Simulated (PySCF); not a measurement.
Cartesian coordinates (Å):
```xyz
5

Ti     0.0280    -0.0155    -0.0034
Cl    -0.4605     1.5120     1.4629
Cl    -0.1279    -1.9782     0.9168
Cl    -1.3543     0.1178    -1.6752
Cl     2.0580     0.2870    -0.7173
```
Charge 0, multiplicity 1.

**Question.** Estimate the dipole moment, total energy, HOMO, LUMO, HOMO–LUMO gap, charge on the central atom (meta-Löwdin) and charge on the central atom (Mulliken) that TPSSh-D3(BJ)/def2-TZVP // TPSS-D3(BJ)/def2-SVP run with PySCF returns for this input.

**Answer.** 
```json
{
 "dipole_moment": "0.00 D",
 "total_energy": "-2690.6973 Ha",
 "HOMO": "-8.92 eV",
 "LUMO": "-4.31 eV",
 "HOMO–LUMO gap": "4.61 eV",
 "charge on the central atom (meta-Löwdin)": "1.12 e",
 "charge on the central atom (Mulliken)": "1.10 e"
}
```
